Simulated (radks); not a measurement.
Q: Radial electron density D(r) = 4 pi r^2 rho(r) of an atom or ion with 51 electrons. Method: scalar-relativistic Kohn-Sham, LDA (Slater exchange, Perdew-Wang correlation), spin-polarised, spherical densities, finite nucleus; Fermi nuclear charge, rms radius of each element as measured or else 0.836 A^(1/3) + 0.57 fm; computed with a radial shooting solver on a logarithmic mesh with Libxc functionals.

```
   r/bohr * D(r) (the largest magnitude, 113, reaches the edge; | marks zero)
  0.00117 |  *
  0.00134 |  *
 0.001523 |   *
 0.001745 |    *
 0.001999 |     *
 0.002272 |      *
 0.002603 |        *
 0.002982 |          *
 0.003389 |            *
 0.003883 |              *
 0.004413 |                 *
 0.005056 |                    *
 0.005793 |                       *
 0.006584 |                          *
 0.007543 |                              *
 0.008642 |                                 *
 0.009822 |                                    *
  0.01125 |                                      *
  0.01289 |                                        *
  0.01465 |                                         *
  0.01679 |                                        *
  0.01923 |                                       *
  0.02186 |                                      *
  0.02504 |                                    *
  0.02869 |                                    *
  0.03261 |                                    *
  0.03736 |                                       *
   0.0428 |                                          *
  0.04865 |                                               *
  0.05574 |                                                   *
  0.06335 |                                                      *
  0.07258 |                                                      *
  0.08315 |                                                   *
   0.0945 |                                               *
   0.1083 |                                          *
    0.124 |                                         *
    0.141 |                                          *
   0.1615 |                                              *
   0.1851 |                                                *
   0.2103 |                                              *
    0.241 |                                       *
   0.2761 |                              *
   0.3138 |                      *
   0.3595 |                   *
   0.4118 |                   *
   0.4681 |                     *
   0.5363 |                      *
   0.6144 |                   *
   0.6983 |              *
      0.8 |         *
   0.9093 |      *
    1.042 |   *
    1.193 | *
    1.356 |*
    1.554 |*
     1.78 *
    2.024 *
    2.318 *
    2.656 *
    3.019 *
```

What is the nuclear charge?

A: Z = 64. The innermost maximum, from 1s, lies near gamma/Z bohr with gamma = sqrt(1 - (Z/c)^2) = 0.884, here 0.0138 bohr (found: 0.0151), and its height grows with Z. The density is that of the gadolinium ion Gd13+ in [Kr] 4d10 4f3 5s2; the configuration itself is not fixed sharply by these data, and Z only to a few units. D(r) has 4 maxima, at r = 0.0151, 0.0675, 0.188, 0.511 bohr, and minima at 0.0292, 0.124, 0.371 bohr, inside which lie 1.95, 11.18, 29.19 electrons.
